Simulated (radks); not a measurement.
Initial-state core-level shifts of the palladium ion Pd2+ when its valence configuration changes from [Kr] 4d8. Calculated with a radial shooting solver on a logarithmic mesh with Libxc functionals: scalar-relativistic Kohn-Sham, PBE, spin-polarised, spherical densities, finite nucleus; open shells are filled with parallel spins first (spin-orbit coupling, left out, can overturn this in heavy ions); Fermi nuclear charge, rms radius 4.5318 fm. Shifts are changes of the shell-averaged eigenvalues in eV (positive: less bound); the change of the density at the nucleus, which sets a Mossbauer isomer shift, is in e/bohr^3, on a base of 1.36e+05.

4d7 5s1: 1s -5.131; 3s -5.311; 3d -5.344; 4p -4.482; density at nucleus +34.40
4d7.5 5p0.5: 1s -3.192; 3s -3.277; 3d -3.291; 4p -2.895; density at nucleus +1.91
4d6.5 5s1 5p0.5: 1s -8.462; 3s -8.729; 3d -8.781; 4p -7.395; density at nucleus +38.57
4d7 5p1: 1s -6.442; 3s -6.615; 3d -6.646; 4p -5.784; density at nucleus +4.09
4d7.5 5s0.5: 1s -2.525; 3s -2.615; 3d -2.630; 4p -2.229; density at nucleus +16.32
4d6 5p2: 1s -13.086; 3s -13.442; 3d -13.512; 4p -11.513; density at nucleus +9.24
4d6.5 5s0.5 5p1: 1s -9.104; 3s -9.370; 3d -9.421; 4p -8.030; density at nucleus +22.65
